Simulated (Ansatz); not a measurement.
Relaxation of C$_{2}$H$_{7}$BO$_{2}$ (12 atoms, charge 0, multiplicity 1), to a largest force component of 0.015 eV/Å in at most 40 steps.

Theory: RKS r2SCAN-D4/6-31G in Ansatz.

```xyz
12
Properties=species:S:1:pos:R:3
O -2.148 1.278 -0.174
B -1.502 0.080 0.141
C -0.162 -0.283 -0.601
C 1.087 -0.405 0.419
O 0.691 -0.106 1.677
H -1.832 2.006 0.447
H -1.929 -0.652 0.950
H -0.223 -1.228 -1.135
H 0.116 0.527 -1.282
H 1.863 0.358 0.035
H 1.556 -1.400 0.262
H 0.266 -0.939 2.024
```

Problem. Where does it end, and by what steps?

Solution. The run converged. Limits of this set-up: no polarisation functions. After 27 steps the energy has fallen by 1.301 eV; O1 moved furthest, 0.89 Å.

```json
{"step": "0", "energy less start (eV)": "0.0000", "largest force component (eV/Å)": "5.308", "accepted": "yes"}
{"step": "1", "energy less start (eV)": "-0.4509", "largest force component (eV/Å)": "2.944", "accepted": "yes"}
{"step": "2", "energy less start (eV)": "-0.7035", "largest force component (eV/Å)": "1.340", "accepted": "yes"}
{"step": "3", "energy less start (eV)": "-0.9462", "largest force component (eV/Å)": "2.019", "accepted": "yes"}
{"step": "4", "energy less start (eV)": "-1.1616", "largest force component (eV/Å)": "0.963", "accepted": "yes"}
{"step": "5", "energy less start (eV)": "-1.2008", "largest force component (eV/Å)": "0.274", "accepted": "yes"}
{"step": "6", "energy less start (eV)": "-1.2047", "largest force component (eV/Å)": "0.143", "accepted": "yes"}
{"step": "7", "energy less start (eV)": "-1.2076", "largest force component (eV/Å)": "0.123", "accepted": "yes"}
{"step": "8", "energy less start (eV)": "-1.2092", "largest force component (eV/Å)": "0.053", "accepted": "yes"}
{"step": "9", "energy less start (eV)": "-1.2111", "largest force component (eV/Å)": "0.086", "accepted": "yes"}
{"step": "10", "energy less start (eV)": "-1.2130", "largest force component (eV/Å)": "0.051", "accepted": "yes"}
{"step": "11", "energy less start (eV)": "-1.2059", "largest force component (eV/Å)": "0.576", "accepted": "no"}
{"step": "12", "energy less start (eV)": "-1.2199", "largest force component (eV/Å)": "0.054", "accepted": "yes"}
{"step": "13", "energy less start (eV)": "-1.2256", "largest force component (eV/Å)": "0.246", "accepted": "yes"}
{"step": "14", "energy less start (eV)": "-1.2379", "largest force component (eV/Å)": "0.350", "accepted": "yes"}
{"step": "15", "energy less start (eV)": "-1.1980", "largest force component (eV/Å)": "0.771", "accepted": "no"}
{"step": "16", "energy less start (eV)": "-1.2593", "largest force component (eV/Å)": "0.193", "accepted": "yes"}
{"step": "17", "energy less start (eV)": "-1.2723", "largest force component (eV/Å)": "0.176", "accepted": "yes"}
{"step": "18", "energy less start (eV)": "-1.2881", "largest force component (eV/Å)": "0.271", "accepted": "yes"}
{"step": "19", "energy less start (eV)": "-1.2906", "largest force component (eV/Å)": "0.341", "accepted": "yes"}
{"step": "20", "energy less start (eV)": "-1.2885", "largest force component (eV/Å)": "0.501", "accepted": "no"}
{"step": "21", "energy less start (eV)": "-1.2975", "largest force component (eV/Å)": "0.079", "accepted": "yes"}
{"step": "22", "energy less start (eV)": "-1.2989", "largest force component (eV/Å)": "0.061", "accepted": "yes"}
{"step": "23", "energy less start (eV)": "-1.2998", "largest force component (eV/Å)": "0.059", "accepted": "yes"}
{"step": "24", "energy less start (eV)": "-1.3004", "largest force component (eV/Å)": "0.025", "accepted": "yes"}
{"step": "25", "energy less start (eV)": "-1.3005", "largest force component (eV/Å)": "0.021", "accepted": "yes"}
{"step": "26", "energy less start (eV)": "-1.3006", "largest force component (eV/Å)": "0.015", "accepted": "yes"}
{"step": "27", "energy less start (eV)": "-1.3006", "largest force component (eV/Å)": "0.012", "accepted": "yes"}
```

```xyz
12
Properties=species:S:1:pos:R:3
O -1.361 1.621 0.054
B -1.414 0.241 0.091
C -0.181 -0.511 -0.541
C 1.046 -0.234 0.339
O 0.738 -0.513 1.748
H -2.082 2.113 0.484
H -2.365 -0.306 0.586
H -0.353 -1.595 -0.620
H 0.013 -0.137 -1.560
H 1.293 0.830 0.326
H 1.929 -0.810 0.017
H 0.519 -1.465 1.838
```

The run took 2.2 min on 1 thread of Arm Neoverse V1 (shared host), peak memory 0.16 GiB.
